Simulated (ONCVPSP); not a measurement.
u(r) = r·R(r): atom against pseudo-atom (W (Z = 74))

Columns: radius, all-electron u(r) and pseudo u(r) of the 5p shell (level -43.20 eV) of tungsten in the configuration [Kr] 4d10 4f14 5s2 5p6 5d4 6s2; PBE, scalar-relativistic, ONCV scheme, ONCVPSP 4.0.1.

| r (bohr) | all-electron | pseudo |
| --- | --- | --- |
| 0.108 | 0.2378 | 0.0158 |
| 0.215 | 0.0920 | 0.0641 |
| 0.322 | -0.4634 | 0.1479 |
| 0.430 | -0.4818 | 0.2690 |
| 0.538 | -0.1324 | 0.4205 |
| 0.645 | 0.2870 | 0.5861 |
| 0.752 | 0.6345 | 0.7470 |
| 0.860 | 0.8709 | 0.8830 |
| 0.968 | 0.9988 | 0.9758 |
| 1.075 | 1.0412 | 1.0172 |
| 1.182 | 1.0242 | 1.0099 |
| 1.290 | 0.9681 | 0.9626 |
| 1.398 | 0.8898 | 0.8886 |
| 1.505 | 0.8020 | 0.8018 |
| 1.612 | 0.7119 | 0.7118 |
| 1.720 | 0.6239 | 0.6238 |
| 1.828 | 0.5417 | 0.5416 |
| 1.935 | 0.4676 | 0.4675 |
| 2.042 | 0.4013 | 0.4012 |
| 2.150 | 0.3423 | 0.3422 |
| 2.258 | 0.2908 | 0.2908 |
| 2.365 | 0.2467 | 0.2467 |
| 2.472 | 0.2087 | 0.2087 |
| 2.580 | 0.1759 | 0.1759 |
| 2.688 | 0.1480 | 0.1480 |
| 2.795 | 0.1245 | 0.1244 |

Problem. How many radial nodes do the two functions have?

Solution. The all-electron 5p function has n − l − 1 = 3 (the table is too coarse to show those close to the nucleus); the pseudo-wave has 0, since the states of the same l below it are removed with the core.

Problem. At about which radius was the pseudo-wave matched?

Solution. 1.60 bohr, where the columns begin to agree (steps of 0.11 bohr).

Problem. Is the pseudo-wave norm-conserving?

Solution. Yes: the ONCV scheme keeps the norm inside the radius equal to the all-electron one, which fixes the energy derivative of the logarithmic derivative at the level.
